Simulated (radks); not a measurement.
Coulomb parameter of the 4f shell of the cerium ion Ce2+ in the model configuration [Xe] 4f1 5d1, as a second difference U = [E(n + 0.5) + E(n - 0.5) - 2 E(n)] / (0.5)^2 with all orbitals relaxed. "Bare": the charge of the atom changes with n. "Screened": the 5d shell takes up the change at fixed total charge, which measures U(4f,4f) + U(5d,5d) - 2 U(4f,5d). All-electron calculation, scalar-relativistic Kohn-Sham, LDA (Slater exchange, Perdew-Wang correlation), spin-unpolarised, spherical densities, point nucleus. Program: a radial shooting solver on a logarithmic mesh with Libxc functionals.

case              configuration  E - E(n) (eV)
start              [Xe] 4f1 5d1          0.000
bare +0.5        [Xe] 4f1.5 5d1         -7.391
bare -0.5        [Xe] 4f0.5 5d1         11.310
screened +0.5  [Xe] 4f1.5 5d0.5         -1.242
screened -0.5  [Xe] 4f0.5 5d1.5          2.341

U(bare) = 15.676 eV, U(screened by 5d) = 4.395 eV, against the Slater integral F0(4f,4f) = 23.452 eV with frozen orbitals.
